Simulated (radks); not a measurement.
Values are calculated unless marked as measured or tabulated.
Valence configurations of Ti+ (all share [Ar]). Code: a radial shooting solver on a logarithmic mesh with Libxc functionals. Model: Dirac Kohn-Sham, PBE, spin-unpolarised, spherical densities, finite nucleus; open shells are shared between the two j in proportion to 2j + 1; Fermi nuclear charge, rms radius 3.5921 fm. Energies are relative to 3d2 4s1; eigenvalues in eV.

\begin{tabular}{lrrrrrr}
valence & E (eV) & e(3d3/2) & e(3d5/2) & e(4p1/2) & e(4p3/2) & e(4s1/2) \\ \hline
3d2 4s1 & 0.000 & -11.398 & -11.349 & - & - & -10.350 \\
3d1.5 4s1 4p0.5 & 2.827 & -14.081 & -14.027 & -7.491 & -7.439 & -11.458 \\
3d1 4s2 & 2.397 & -15.902 & -15.845 & - & - & -11.935 \\
3d2 4p1 & 3.776 & -12.505 & -12.455 & -7.249 & -7.202 & - \\
3d3 & 0.048 & -8.050 & -8.009 & - & - & - \\
3d1 4s1 4p1 & 6.638 & -17.007 & -16.948 & -8.317 & -8.258 & -12.552 \\
4s1 4p2 & 17.702 & - & - & -9.881 & -9.806 & -14.665 \\
3d1 4p2 & 10.943 & -18.067 & -18.008 & -8.824 & -8.762 & - \\
3d2 4s0.5 4p0.5 & 1.880 & -11.957 & -11.907 & -6.947 & -6.900 & -10.693 \\
3d2.5 4s0.5 & -0.224 & -9.566 & -9.522 & - & - & -9.625 \\
\end{tabular}

NIST lists [Ar] 3d2 4s1 as the ground configuration; this level of theory puts 3d2.5 4s0.5 lower, by 0.224 eV. The energies are those of spherical spin-averaged densities, not of single terms.
